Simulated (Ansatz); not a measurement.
Molecule: TeCl2, charge 1, multiplicity 2. SMILES of the parent species: Cl[Te]Cl

Atoms: Te1, Cl2, Cl3. Bonds: Te1-Cl2, Te1-Cl3.

Bond lengths (Å) and angles (degrees) optimised at HF/STO-3G with Ansatz (a quantum-chemistry and plane-wave program); HF/3-21G with Ansatz; HF/6-31G* with LANL2DZ past Ar with Ansatz; PBE/6-31G* with LANL2DZ past Ar with Ansatz; B3LYP/LANL2DZ with Ansatz; B3LYP/6-31G* with LANL2DZ past Ar with Ansatz, each started from the B3LYP-D3(BJ)/def2-TZVP structure (Ansatz) of the last column. A row stands for all coordinates that are equal there. 6-31G* holds six Cartesian d functions. No wavenumbers were computed at HF/STO-3G, PBE/6-31G* with LANL2DZ past Ar, B3LYP/LANL2DZ, so these may be saddle points.

```json
[
 {"coordinate": "Te1-Cl2", "HF/STO-3G": "2.354", "HF/3-21G": "2.445", "HF/6-31G* with LANL2DZ past Ar": "2.298", "PBE/6-31G* with LANL2DZ past Ar": "2.344", "B3LYP/LANL2DZ": "2.414", "B3LYP/6-31G* with LANL2DZ past Ar": "2.331", "B3LYP-D3(BJ)/def2-TZVP": "2.268"},
 {"coordinate": "Cl2-Te1-Cl3", "HF/STO-3G": "95.8", "HF/3-21G": "98.4", "HF/6-31G* with LANL2DZ past Ar": "99.0", "PBE/6-31G* with LANL2DZ past Ar": "101.6", "B3LYP/LANL2DZ": "100.6", "B3LYP/6-31G* with LANL2DZ past Ar": "100.8", "B3LYP-D3(BJ)/def2-TZVP": "101.2"}
]
```

Mean signed difference of all 2 bond lengths from B3LYP-D3(BJ)/def2-TZVP: HF/STO-3G 0.086 Å, HF/3-21G 0.176 Å, HF/6-31G* with LANL2DZ past Ar 0.030 Å, PBE/6-31G* with LANL2DZ past Ar 0.076 Å, B3LYP/LANL2DZ 0.145 Å, B3LYP/6-31G* with LANL2DZ past Ar 0.062 Å.
